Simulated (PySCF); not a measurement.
# Basis-set dependence of the ionisation energy of Dy²⁺

Dy²⁺ [Xe] 4f10 (high-spin determinant) → Dy³⁺ [Xe] 4f9 (high-spin determinant). All values are computed (PySCF 2.14, energy differences of UHF-based or UKS calculations, no spin-orbit coupling). Values in eV.

```tsv
basis	Hamiltonian	functions	UHF	LDA	PBE0	MP2 (valence)
cc-pVDZ-X2C	spin-free X2C	84	18.590	23.915	22.728	22.217
ANO-RCC-VTZP	spin-free X2C	104	18.559	24.532	23.124	23.076
x2c-TZVPPall	spin-free X2C	113	18.496	24.369	23.002	22.727
x2c-TZVPPall with one added diffuse shell each of s, p, d, f type	spin-free X2C	129	18.514	24.444	23.057	22.776
```

Frozen in the all-electron rows: valence: [Kr] 4d10.

At MP2 (valence), cc-pVDZ-X2C, ANO-RCC-VTZP lie more than 0.3 eV from the median of the rows with comparable relativity. Sets contracted for the neutral atom can be stiff in a shell that they treat as core.

Both determinants mix LS terms of the configuration, so the numbers do not refer to single terms.

Between the lowest levels the reference is 22.89 ± 0.03 eV (semi-empirical (NIST evaluation); NIST Atomic Spectra Database, ionization energies); it includes spin-orbit coupling, which these numbers lack.
